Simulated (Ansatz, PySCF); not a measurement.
Noncovalent pair: C2H2 (SMILES C#C) (first 4 atoms) with H2S (SMILES S); geometry from B3LYP-D3(BJ)/def2-TZVP, rigid monomers moved along the line of their centres of mass till C2···H7 is 2.40 Å.
(charge 0, multiplicity 1):
```csv
atom,x (Å),y (Å),z (Å)
C,0.5186,0.2718,-0.1566
C,-0.5924,-0.1486,-0.0071
H,1.5048,0.6461,-0.2886
H,-1.5791,-0.5209,0.1266
S,0.1500,0.8078,3.5005
H,0.6402,-0.4264,3.6972
H,0.0509,0.6212,2.1729
```

Interaction energies are E(AB) − E(A) − E(B) at the monomers' geometry in the complex; basis-set methods are counterpoise corrected.

Rows in 6-31G* carry no dispersion term and start afresh at each structure (6-31G* with six Cartesian d functions).

Run with Ansatz (Gaussian basis) for Hartree–Fock, density functionals and correlated methods; PySCF for 6-31G* rows, the dispersion terms. Each number belongs to the level named beside it.

One of these levels gives -5.9 kJ/mol for the interaction energy. Which one is it?
A. B3LYP-D3(BJ)/def2-TZVPPD
B. wB97M-V/def2-TZVPPD
C. HF/aug-cc-pV(D+d)Z
D. B3LYP/6-31G*

A, B3LYP-D3(BJ)/def2-TZVPPD. The others give 7.3 (HF/aug-cc-pV(D+d)Z), -0.5 (B3LYP/6-31G*), -4.0 (wB97M-V/def2-TZVPPD)

Ansatz is a first-principles code.
